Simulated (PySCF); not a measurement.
Here is a computed PBE0-D3(BJ)/def2-SVP geometry (Å):
```
atom  x, y, z in Å
B1     0.9953   -0.1917    0.0587
B2    -0.6842    0.1342   -0.0718
O3    -1.6858   -0.8074    0.1695
O4    -1.2259    1.3830   -0.3758
H5     1.2751   -1.3544   -0.3162
H6     1.3097   -0.1057    1.2685
H7     1.6969    0.6289   -0.5781
H8    -1.2070   -1.6206    0.3528
H9    -0.4574    1.9396   -0.5301
```

Charge -1, singlet.

Q: Read off the bonds between heavy atoms and their formal orders.

A: B1–B2 1.72 Å (single); B2–O3 1.40 Å (single); B2–O4 1.39 Å (single). Bonds to hydrogen (Å): B1–H5 1.25; B1–H6 1.25; B1–H7 1.25; O3–H8 0.96; O4–H9 0.96.

Q: Which species is it?

A: `[BH3-]B(O)O`, [B2H5O2]-.

Q: Describe the place of each heavy atom.

A: B1: four-coordinate boron; B2: three-coordinate boron; O3/O4: boron-bound oxygen.

Q: What is the arrangement about B2?

A: It has 3 neighbours (B1, O3, O4) and is planar (angles 124.5°, 124.1° and 111.3°, sum 359.9°, 0.02 Å off the plane of its three neighbours).

Q: What is the arrangement about B1?

A: It has 4 neighbours (B2, H5, H6, H7) and is tetrahedral (angles from 107.2° to 112.6°).
